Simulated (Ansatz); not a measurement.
This geometry of AlF₂H₃S (7 atoms, charge 0, multiplicity 1) is a first-order saddle point.

All numbers below come from RKS r2SCANh-D4/def2-SVP in Ansatz 0.2.0.

```xyz
7
Properties=species:S:1:pos:R:3
Al -0.539 0.551 0.228
H 0.334 0.863 -1.181
F -0.450 1.788 1.321
F -1.968 -0.223 -0.091
H 0.974 0.010 -0.683
S 1.185 -1.025 0.529
H 0.463 -1.963 -0.123
```

Question: Which two structures does it join? (They come from a converged band through this point; their orientation in space is the band's.)

Answer: Bonds broken: Al1–H2, H5–S6. Bonds formed: H2–H5. AlF2H3S becomes AlF2HS + H2.

Initial state:

```xyz
7
Properties=species:S:1:pos:R:3
Al -0.540 0.915 0.040
H 0.015 1.950 -1.005
F -0.537 1.270 1.669
F -1.709 -0.178 -0.442
H 1.037 -1.345 -1.105
S 1.288 -0.864 0.132
H 0.445 -1.748 0.711
```

Final state:

```xyz
7
Properties=species:S:1:pos:R:3
Al -0.389 0.227 0.492
H 0.202 1.124 -1.418
F -0.279 1.744 1.139
F -1.788 -0.211 -0.277
H 0.764 0.624 -1.279
S 1.086 -1.274 1.002
H 0.404 -2.234 0.341
```

Question: How far does it lie above each of them?

Answer: 0.66 eV above the first and 0.98 eV above the second. This is the barrier of this one path; another mechanism may lie lower. The orbitals stay closed-shell, which can raise the energy where a bond breaks towards radicals; this wasn't checked here.

Run time: 86 s on 2 threads of Intel(R) Xeon(R) Platinum 8488C (Sapphire Rapids) (shared host), peak memory 0.2 GiB.
